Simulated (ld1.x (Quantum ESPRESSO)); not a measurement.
## P (Z = 15): excitation energies, all-electron against TM

ld1.x (Quantum ESPRESSO) 7.5 input, shortened:

```
&input
   title='P', zed=15., rel=0, dft='PZ', iswitch=3,
   config='[Ne] 3s2 3p3 3d-2'
 /
 &inputp
   pseudotype=2, tm=.true., lloc=0,
   nlcc=.false.
 /
3
3P  2  1   3.00   0.00  1.95  1.95  0.0
3D  3  2  -2.00  -0.15  1.75  1.75  0.0
3S  1  0   2.00   0.00  1.05  1.05  0.0
 &test
   configts(1)='3s2 3p3'
 /
```

Energies are relative to the spin-unpolarised reference configuration 3s2 3p3; without spin polarisation the order of configurations can differ from experiment. Spin-polarised rows fill each open shell by Hund’s rule, majority spin first.

Problem. Give the all-electron excitation energy and the error of the potential for: 3s2 3p2; 3s2 3p1; 3s2 3p0; 3s2 3p2.5; 3s0 3p5; 3s2 3p3.3; 3s1 3p3; 3s2 3p3 (spin-polarised); 3s2 3p2 (spin-polarised).

Solution.

| valence configuration | charge | ΔE all-electron (eV) | error AE − PS (meV) |
| --- | --- | --- | --- |
| 3s2 3p2 | +1 | 9.833 | +9.5 |
| 3s2 3p1 | +2 | 29.095 | +68 |
| 3s2 3p0 | +3 | 59.000 | +258 |
| 3s2 3p2.5 | +0.5 | 3.827 | +1.7 |
| 3s0 3p5 | 0 | 16.954 | +87 |
| 3s2 3p3.3 | -0.3 | -1.340 | +0.3 |
| 3s1 3p3 | +1 | 18.809 | +24 |
| 3s2 3p3 (spin-polarised) | 0 | -1.510 | +129 |
| 3s2 3p2 (spin-polarised) | +1 | 8.990 | +97 |

Levels in the configuration 3s2 3p2.5:

| level | all-electron (eV) | pseudo (eV) |
| --- | --- | --- |
| 3s | -18.392 | -18.384 |
| 3p | -9.767 | -9.759 |
